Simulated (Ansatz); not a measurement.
Relaxation of F$_{2}$H$_{5}$NSSi$_{2}$ (11 atoms, charge 0, multiplicity 1), to a largest force component of 0.015 eV/Å in at most 40 steps.

All numbers below come from RKS PBE0-D4/6-31G* in Ansatz.

```xyz
11
Properties=species:S:1:pos:R:3
N -1.016 -2.276 0.091
Si -0.502 -0.668 0.346
F 0.208 -0.635 1.742
F -1.713 0.283 0.352
S 0.769 -0.221 -1.281
Si 1.289 1.688 -0.435
H -0.353 -2.625 -0.618
H -0.746 -2.736 0.938
H 0.081 2.525 -0.212
H 2.196 2.363 -1.361
H 1.995 1.494 0.872
```

Task: Where does it end, and by what steps?

Result: It converged. After 18 steps the energy has fallen by 0.570 eV; H8 moved furthest, 0.75 Å.

| step | energy less start (eV) | largest force component (eV/Å) | accepted |
| --- | --- | --- | --- |
| 0 | 0.0000 | 1.835 | yes |
| 1 | -0.2593 | 1.014 | yes |
| 2 | -0.3621 | 0.843 | yes |
| 3 | -0.4085 | 1.383 | yes |
| 4 | -0.4694 | 0.853 | yes |
| 5 | -0.4856 | 0.309 | yes |
| 6 | -0.4989 | 0.407 | yes |
| 7 | -0.5136 | 0.190 | yes |
| 8 | -0.5179 | 0.598 | yes |
| 9 | -0.5257 | 0.560 | yes |
| 10 | -0.5292 | 0.892 | yes |
| 11 | -0.4945 | 1.216 | no |
| 12 | -0.5640 | 0.287 | yes |
| 13 | -0.5688 | 0.059 | yes |
| 14 | -0.5695 | 0.026 | yes |
| 15 | -0.5698 | 0.043 | yes |
| 16 | -0.5698 | 0.033 | no |
| 17 | -0.5700 | 0.015 | yes |
| 18 | -0.5700 | 0.011 | yes |

```xyz
11
Properties=species:S:1:pos:R:3
N -0.666 -2.364 0.141
Si -0.642 -0.681 0.264
F -0.006 -0.077 1.613
F -2.163 -0.190 0.313
S 0.471 0.096 -1.346
Si 1.440 1.768 -0.386
H 0.149 -2.891 -0.133
H -1.379 -2.926 0.583
H 0.447 2.647 0.280
H 2.106 2.500 -1.493
H 2.453 1.309 0.597
```

Run time: 84 s on 2 threads of Arm Neoverse V1, on a shared host, peak memory 0.28 GiB.
